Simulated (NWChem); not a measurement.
**Ionisation of trisilylphosphine (H9PSi3)**

SMILES: P([SiH3])([SiH3])[SiH3]
```xyz
13

Si    -1.0131     0.1730     1.7395
P      0.0356    -0.8541     0.0000
Si    -1.0131     0.1730    -1.7395
Si     1.9994     0.2966     0.0000
H     -2.4207    -0.3176     1.7785
H     -1.0240     1.6642     1.6471
H     -0.3154    -0.2271     2.9953
H     -2.4207    -0.3176    -1.7785
H     -0.3154    -0.2271    -2.9953
H     -1.0240     1.6642    -1.6471
H      2.7636    -0.1032    -1.2165
H      2.7636    -0.1032     1.2165
H      1.8337     1.7816     0.0000
```
Charge 0, spin multiplicity 1.

All runs are NWChem calculations. The geometry was optimised at B3LYP/def2-SVP, held to Cs symmetry and with no frequency check, so it may be a saddle point.

Basis set: def2-SVP. −ε marks an orbital energy of the parent.

B3LYP has NWChem's definition, with VWN1-RPA local correlation.

Q: For the first vertical ionisation energy, −ε(HOMO) of HF gives 9.62 eV and −ε(HOMO) of BHandHLYP gives 8.13 eV. What do −ε(HOMO) of PBE0, −ε(HOMO) of B3LYP, −ε(HOMO) of PBE give?

A: −ε(HOMO) of PBE0: 7.25 eV; −ε(HOMO) of B3LYP: 6.98 eV; −ε(HOMO) of PBE: 6.17 eV.
